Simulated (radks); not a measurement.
Question: Calculated with a radial shooting solver on a logarithmic mesh with Libxc functionals: non-relativistic Kohn-Sham, PBE, spin-polarised, spherical densities, point nucleus; open shells are filled with parallel spins first (spin-orbit coupling, left out, can overturn this in heavy ions). Response by self-consistent Sternheimer equations with the Hartree and adiabatic LDA kernel. For heavy and open-shell atoms this level of theory can miss by tens of per cent. Rank V, Zn, Tc, Rb2+, Ga+ (NIST ground configurations) by static dipole polarisability, largest first.

Answer: Tc 90.68, V 88.45, Zn 40.44, Ga+ 18.21, Rb2+ 6.756 bohr^3.
